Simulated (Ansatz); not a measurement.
Geometry optimisation, Ansatz, UKS BLYP-D4/def2-SVP.

The input (input.yaml):

```yaml
crystal:
  periodic: [false, false, false]
  atoms:
    - { symbol: Ge, position_ang: [0.0, 0.0, 0.0] }
    - { symbol: H, position_ang: [0.0, 0.0, 1.8] }
    - { symbol: C, position_ang: [1.8483, 0.0, -0.6527] }
    - { symbol: H, position_ang: [2.196, -1.0463, -0.7809] }
    - { symbol: H, position_ang: [1.8968, 0.5276, -1.6281] }
    - { symbol: H, position_ang: [2.5002, 0.5187, 0.0808] }
    - { symbol: C, position_ang: [-0.9232, 1.5994, -0.6527] }
    - { symbol: H, position_ang: [-1.9758, 1.3458, -0.8971] }
    - { symbol: H, position_ang: [-0.9048, 2.384, 0.1322] }
    - { symbol: H, position_ang: [-0.4128, 1.976, -1.5636] }
    - { symbol: H, position_ang: [-0.73, -1.2648, -0.5162] }
    - { symbol: H, position_ang: [0.0, 0.0, 2.76] }
magnetization:
  spin_polarized: true
  initial_magnetization: 1
basis:
  gaussian: { orbitals: def2-SVP }
hamiltonian:
  xc: blyp
  dispersion: d4
relax:
  f_tol: 0.15
  max_steps: 25
  restrain:
    - { distance: [1, 11], at: 1.86, k: 30.0 }
    - { distance: [0, 1], at: 1.55, k: 30.0 }
```

Run as:

```bash
$ ansatz run input.yaml --threads 4 --pin off --max-ram 5120MiB --backend cpu --events-out ev --progress --plain --runs-dir out
```

Problem. Where does it end, and by what steps?

Solution. The run converged. The restraints hold the end off the free minimum; the threshold counts their pulls, which the force column leaves out. Restrained pairs: H2–H12 (0.96 → 1.86 Å), Ge1–H2 (1.80 → 1.56 Å). After 9 steps the energy has risen by 0.338 eV (the restraints' own energy left out); H12 moved furthest, 0.57 Å.

```json
{"step": "0", "energy less start (eV)": "0.0000", "largest force component (eV/Å)": "1.355", "accepted": "yes"}
{"step": "1", "energy less start (eV)": "0.3018", "largest force component (eV/Å)": "0.679", "accepted": "yes"}
{"step": "2", "energy less start (eV)": "0.4431", "largest force component (eV/Å)": "1.433", "accepted": "yes"}
{"step": "3", "energy less start (eV)": "0.3840", "largest force component (eV/Å)": "0.396", "accepted": "yes"}
{"step": "4", "energy less start (eV)": "0.3660", "largest force component (eV/Å)": "0.290", "accepted": "yes"}
{"step": "5", "energy less start (eV)": "0.3748", "largest force component (eV/Å)": "0.562", "accepted": "no"}
{"step": "6", "energy less start (eV)": "0.3533", "largest force component (eV/Å)": "0.286", "accepted": "yes"}
{"step": "7", "energy less start (eV)": "0.3446", "largest force component (eV/Å)": "0.292", "accepted": "yes"}
{"step": "8", "energy less start (eV)": "0.3447", "largest force component (eV/Å)": "0.388", "accepted": "no"}
{"step": "9", "energy less start (eV)": "0.3379", "largest force component (eV/Å)": "0.305", "accepted": "yes"}
```

```xyz
12
Properties=species:S:1:pos:R:3
Ge -0.014 -0.026 -0.095
H -0.101 -0.174 1.453
C 1.895 0.011 -0.646
H 2.368 -0.980 -0.487
H 1.971 0.269 -1.722
H 2.456 0.768 -0.060
C -0.938 1.644 -0.650
H -2.040 1.524 -0.579
H -0.633 2.493 -0.004
H -0.678 1.888 -1.702
H -0.722 -1.262 -0.735
H -0.069 -0.115 3.309
```

Time of the run: 27 s on 4 threads of Arm Neoverse N1, with other jobs on the host, peak memory 0.18 GiB.
